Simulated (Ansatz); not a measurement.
Program: Ansatz. Geometries: PBE0-D4/def2-TZVP. ΔE: electronic, gas phase. CCSD(T)/CBS adds triple-zeta CCSD(T) − MP2 to the extrapolated MP2 energy (def2 sets, frozen cores). This one scheme is used for every species. Triplets are unrestricted, without spin–orbit coupling. For Ge outer-core shells are correlated without core-valence functions, which leaves a few kJ/mol of doubt a bond. Scalar relativity is left out up to krypton. One conformer a species, not always the lowest.

`C[NH][GeH]([F])[Cl]` → `[CH2]` (triplet) + `[NH2][GeH]([F])[Cl]`  (formal loss of a carbene)

```
              species  SCS-MP2/def2-QZVPP energy (Eh)
`C[NH][GeH]([F])[Cl]`                     -2731.14952
    `[CH2]` (triplet)                       -39.06703
`[NH2][GeH]([F])[Cl]`                     -2691.92828
```

Q: Work out ΔE.

A: ΔE = (-39.06703) + (-2691.92828) − (-2731.14952) = 0.15421 Eh = +404.9 kJ/mol. CCSD(T)/CBS gives +394.3 kJ/mol.

Largest T1 diagnostic among the species: 0.011.

The D4 term adds +10.3 kJ/mol with B3LYP and +5.7 kJ/mol with PBE0; it sums over pairs of atoms, weighted by their polarisabilities, and B3LYP, whose exchange is more repulsive, gets the larger term. From r2SCAN to r2SCAN0 (25 % exact exchange), in def2-TZVPP and without D4, ΔE moves by −4.8 kJ/mol. At CCSD(T), def2-SVP lies −9.2 kJ/mol from the extrapolated value and def2-TZVPP −10.3 kJ/mol.

B3LYP here is the variant with VWN-RPA as its local correlation; programs differ in this.
